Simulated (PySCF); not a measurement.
Work out the structure from these simulated measurements.

Elements present: C, F, H and N. Monoisotopic mass: 109.0328 u.

| Item | Value |
| --- | --- |
| Polarisability | 74.3 au [B3LYP/def2-SVPD] |
| UV, first state | lowest singlet excitation: 5.34 eV (232 nm, f = 0.006) [TDDFT B3LYP/def2-SVPD] |
| Rotational structure | rotational constants A, B, C: 2.688, 1.813, 1.250 GHz [GFN2-xTB] |
| Triplet | lowest triplet excitation (Tamm–Dancoff): 3.51 eV [TDA B3LYP/def2-SVPD] |
| 13C NMR | chemical shifts (computed TMS as zero) by class: 134.7 (1 C), 131.2 (1 C), 119.2 (1 C), 93.4 (1 C), 82.5 (1 C), 82.0 (1 C) ppm [GIAO PBE0/pcSseg-1] |
| 1H NMR | chemical shifts (computed TMS as zero) by class: 6.46 (1 H), 6.42 (1 H), 5.56 (1 H), 2.92 (1 H) ppm [GIAO PBE0/pcSseg-1] |

Gas-phase values; electronic properties from PySCF, density fitting. Levels stand in brackets. The structure is a single GFN2-xTB conformer in the gas phase; no vibrational or solvent corrections. NMR values are class means; diastereotopic atoms form classes of their own.

Q: Which formula fits the mass and the elements?

A: C6H4FN (calculated 109.0328). No other formula that holds each of these elements comes within 0.0003 u with a fitting electron parity and a possible valence count.

Q: What is the compound? Reason from the data.

A: Numbering: `[CH:1]#[C:2][C:3](=[CH2:4])[C@@H:5]([F:6])[C:7]#[N:8]`. Its formula, C6H4FN, gives 5 degrees of unsaturation: 0 rings and 5 π bonds in the structure found. 6 carbons fall into 6 classes; from least to most shielded: terminal =CH2 carbon [C4] (134.7 ppm), fully substituted alkene carbon [C3] (131.2 ppm), nitrile carbon [C7] (119.2 ppm), terminal alkyne carbon [C1] (93.4 ppm), alkyne carbon [C2] (82.5 ppm), sp3 C–F carbon [C5] (82.0 ppm). Hydrogen classes from least to most shielded: 1 H on a terminal =CH2 carbon, C4 (6.46 ppm), 1 H on a terminal =CH2 carbon, C4 (6.42 ppm), 1 H on an sp3 C–F carbon, C5 (5.56 ppm), 1 H on a terminal alkyne carbon, C1 (2.92 ppm). S1 is mainly HOMO−1→LUMO (weight 0.93); the largest Löwdin shares of the orbital it empties are 0.41 on the terminal alkyne carbon, 0.40 on the alkyne carbon, 0.05 on the fully substituted alkene carbon and 0.04 on the alkyne hydrogen, of the orbital it fills 0.30 on the terminal =CH2 carbon, 0.21 on the fully substituted alkene carbon, 0.14 on the terminal alkyne carbon and 0.10 on the alkyne carbon. The optimised geometry has point group C1 and is an asymmetric top. Structure: `[C@H](C(C#C)=C)(F)C#N`. Computed isomers that give other values at the same levels: `N#CC1=CCC=C1F` (13C chemical shifts (computed TMS as zero) by class: 171.2 (1 C), 158.4 (1 C), 120.8 (1 C), 117.4 (1 C), 114.9 (1 C), 40.1 (1 C) ppm). The assignments are read from this structure; whether some other isomer fits the data as well wasn't checked. The mirror image fits equally.

Shape of the structure used: `[CH:1]#[C:2][C:3](=[CH2:4])[C@@H:5]([F:6])[C:7]#[N:8]`: C2–C3–C5–F6 169°.
